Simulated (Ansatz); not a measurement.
Basis-set series for CH₅B₂N (`BBC=N`). Charge 0, multiplicity 1. All single points use the PBE0-D4/def2-TZVP geometry. It is one conformer, not always the lowest.

```
functional       basis  functions  energy (Eh)  HOMO (eV)  LUMO (eV)
   PBE0-D4  def2-TZVPP        194   -145.34330      -7.37      -2.09
   PBE0-D4  def2-QZVPP        378   -145.35197      -7.40      -2.11
   ωB97M-V  def2-TZVPP        194   -145.45717      -9.70      -0.13
   ωB97M-V  def2-QZVPP        378   -145.46544      -9.73      -0.19
```

**Question.** Give the rows for def2-SVP. (Estimate.)

**Answer.** Computed: 
| functional | basis | functions | energy (Eh) | HOMO (eV) | LUMO (eV) |
| --- | --- | --- | --- | --- | --- |
| PBE0-D4 | def2-SVP | 81 | -145.17912 | -7.17 | -1.99 |
| ωB97M-V | def2-SVP | 81 | -145.28316 | -9.47 | 0.08 |
